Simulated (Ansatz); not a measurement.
Two isomers of CH9NSSi2: A = `CS[SiH](N)[SiH3]`, B = `NC[SiH2]S[SiH3]`.

Program: Ansatz. Geometries: PBE0-D4/def2-TZVP. ΔE: electronic, gas phase. CCSD(T)/CBS is the MP2 limit (def2-TZVPP, def2-QZVPP) plus CCSD(T) − MP2 in def2-TZVPP, frozen cores. Functionals use def2-TZVPP. B3LYP here is the variant with VWN-RPA as its local correlation; programs differ in this. Each species was taken in one conformer, which may not be the lowest.

A:

```xyz
14

C    -1.9603   -0.4532    0.9595
S    -1.8237    0.8790   -0.2669
Si    0.2887    0.9620   -0.5147
N     1.0532    1.2533    0.9953
Si    1.1575   -1.0464   -1.3533
H    -1.2463   -0.3007    1.7682
H    -2.9721   -0.4137    1.3616
H    -1.7969   -1.4268    0.4989
H     0.4240    2.0465   -1.5308
H     0.8468    2.0824    1.5295
H     1.9813    0.9095    1.1784
H     0.8108   -1.1825   -2.7927
H     0.5952   -2.2120   -0.6173
H     2.6417   -1.0976   -1.2158
```

B:

Z-matrix (Å, degrees):
```
C
Si 1 1.885
N 1 1.462 2 114.1
H 1 1.095 2 109.3 3 -122.4
H 1 1.095 2 109.6 3 122.5
S 2 2.148 1 109.6 3 -54.3
H 2 1.491 1 112.9 3 -176.2
H 2 1.487 1 109.7 3 60.9
H 3 1.013 1 110.7 2 -62.6
H 3 1.014 1 110.1 2 55.1
Si 6 2.135 2 97.1 1 -85.1
H 11 1.487 6 110.7 2 46.8
H 11 1.484 6 111.0 2 -74.0
H 11 1.483 6 106.9 2 166.2
```

Task: Which isomer does CCSD(T)/CBS put lower? Give the gap. (Estimate.)

Result: The calculation gave: A, by 7.4 kcal/mol.

Task: Give E(B) − E(A) in kcal/mol with B2PLYP, ωB97M-V, PBE-D4, PBE0-D4, r2SCAN-D4, B3LYP-D4, CCSD/def2-TZVPP. (Best estimate.)

Result: The calculation gave: B2PLYP 7.5, ωB97M-V 6.2, PBE-D4 8.0, PBE0-D4 7.7, r2SCAN-D4 7.7, B3LYP-D4 8.1, CCSD/def2-TZVPP 7.0. None reverses the order clearly.

Largest T1 diagnostic: 0.012.
